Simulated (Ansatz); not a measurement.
Born–Oppenheimer molecular dynamics of CH6Sn (8 atoms, charge 0, multiplicity 1). It starts from a relaxed structure.

The calculation used RKS PBE0-D4/def2-SVP (Ansatz 0.2.0).

```yaml
ensemble: NVT, Langevin thermostat
time_step: 0.5 fs
steps_asked: 166
set_temperature: 1500 K
friction: 0.02 /fs
seed: 166928
```

First frame:

```xyz
8
Properties=species:S:1:pos:R:3
Sn -0.002 -0.001 0.000
C 0.000 0.000 2.151
H -1.028 -0.092 2.529
H 0.594 -0.844 2.529
H 0.434 0.936 2.529
H 1.603 0.140 -0.588
H -0.919 1.324 -0.588
H -0.679 -1.463 -0.588
```

(1) How far do the bonds stretch over the last three quarters of this one trajectory? (Pairs bonded in most of those frames.)

## Answers

(1) 
| bond | mean (Å) | spread (Å) | shortest | longest |
| --- | --- | --- | --- | --- |
| Sn1–C2 | 2.188 | 0.074 | 2.07 | 2.31 |
| Sn1–H6 | 1.797 | 0.156 | 1.50 | 2.08 |
| Sn1–H7 | 1.734 | 0.079 | 1.58 | 1.87 |
| Sn1–H8 | 1.740 | 0.074 | 1.57 | 1.85 |
| C2–H3 | 1.120 | 0.052 | 1.01 | 1.22 |
| C2–H4 | 1.120 | 0.049 | 1.02 | 1.22 |
| C2–H5 | 1.113 | 0.061 | 1.00 | 1.24 |

Mean temperature of the second half: 1256 K. The mean temperature of the second half is 16 % below the set value. A run of 0.083 ps of so small a system gives no equilibrium averages.

Run time: 7 min on 1 thread of Arm Neoverse V1, with other jobs on the host, peak memory 0.13 GiB.
